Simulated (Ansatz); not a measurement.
`[SiH3][CH2][AlH][TeH]` + `CC(O)O` → `CC(O)O[SiH3]` + `[CH3][AlH][TeH]`  (ligand exchange at the Si–C bond)

Calculated with Ansatz (gas phase, PBE0-D4/def2-TZVP geometries, no zero-point term in ΔE). CCSD(T)/CBS is the MP2 limit (def2-TZVPP, def2-QZVPP) plus CCSD(T) − MP2 in def2-TZVPP, frozen cores. Functionals use def2-TZVPP. B3LYP here is the variant with VWN-RPA as its local correlation; programs differ in this. def2 core potentials past Kr. For Te outer-core shells are correlated without core-valence functions, which leaves a few kJ/mol of doubt a bond. Each species was taken in one conformer, which may not be the lowest.

| level | ΔE (eV) |
| --- | --- |
| B3LYP-D4 | -0.73 |
| ωB97M-V | -0.68 |

What does CCSD(T)/CBS give? (Best estimate.)

The calculation gave: -0.67 eV. The listed levels differ from it by -0.06, -0.01 eV.

Largest T1 diagnostic among the species: 0.011.

In def2-TZVPP, CCSD(T) changes the Hartree–Fock value by +0.20 eV (the triples alone add +0.03 eV) and MP2 by +0.19 eV.
